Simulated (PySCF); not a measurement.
# UHF on N(2+) (nitrogen, charge +2)

Configuration: [He] 2s1 2p1 3d1, one real determinant (an excited configuration). All numbers are calculated (PySCF 2.14, the non-relativistic Hamiltonian (point nucleus), in dyall-acv3z).

```json
{
 "Total energy": "-51.375662 hartree",
 "One-electron energy": "-62.2460 hartree",
 "Hartree (Coulomb) energy": "16.3867 hartree",
 "Exchange energy": "-5.5163 hartree",
 "Kinetic energy": "51.46109 hartree",
 "⟨S²⟩": "3.7500",
 "⟨L²⟩": "8.006",
 "Sum of ⟨r⟩": "5.537 bohr",
 "Sum of ⟨r²⟩": "12.51 bohr²",
 "Traceless quadrupole moment −½Σ⟨3z² − r²⟩ along its main axis": "2.17 e·bohr²",
 "Density at the nucleus (Gaussians lack the cusp)": "202 bohr⁻³",
 "Spin density at the nucleus": "7.29 bohr⁻³",
 "Langevin diamagnetic susceptibility": "-9.91 ×10⁻⁶ cm³/mol"
}
```

```
shell  electrons  mean orbital energy (eV)  rms radius, mean of both spins (bohr)
 1s α          1                   -481.90                                  0.264
 1s β          1                   -477.95                                  0.264
 2s α          1                   -69.152                                   1.20
 2p α          1                   -59.081                                   1.15
 3d α          1                   -14.127                                   3.10
```

⟨L²⟩ = 8.01 against 12 for a pure F term, so this real determinant mixes terms. The outer electron is Rydberg-like, and this basis confines it to a smaller radius and binds it less than a complete one would.

Spin-orbit constants ζ (cm⁻¹) from the X2C one-electron operator on these orbitals (non-relativistic here): bare nucleus, nucleus screened by l(l+1)(2l+1)/3 electrons, and screened by the Breit-Pauli mean field of the electrons.

```
shell   bare  screened nucleus  mean field
   2p  220.3             157.3       136.2
   3d  4.473             1.917       1.782
```

To first order the Landé constant is A = 15.53 cm⁻¹, so the lowest level has J = 3/2 and lies 0.0116 eV below the centre of the term. This holds in LS coupling only.
